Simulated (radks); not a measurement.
The numbers below are computed, except where a source is named.
Orbital eigenvalues (eV) of the calcium ion Ca+, [Ar] 4s1, at several levels of relativity; Dirac values are averaged over j with weights 2j + 1. Spin-unpolarised spherical Kohn-Sham, PBE, point nucleus unless stated (finite: rms radius 3.4776 fm), a radial shooting solver on a logarithmic mesh with Libxc functionals. A level marked "c x" has the speed of light scaled by that factor.

shell	non-rel.	scalar-rel.	Dirac	Dirac, c x 2	change of magnitude, last against first (%)
1s	-3935.0	-3956.5	-3955.9	-3940.2	+0.13
2s	-417.65	-421.38	-421.30	-418.55	+0.22
2p	-341.44	-341.75	-341.67	-341.50	+0.02
3s	-53.562	-53.993	-53.987	-53.667	+0.20
3p	-34.908	-34.882	-34.878	-34.900	-0.02
4s	-8.9313	-8.9656	-8.9652	-8.9397	+0.09
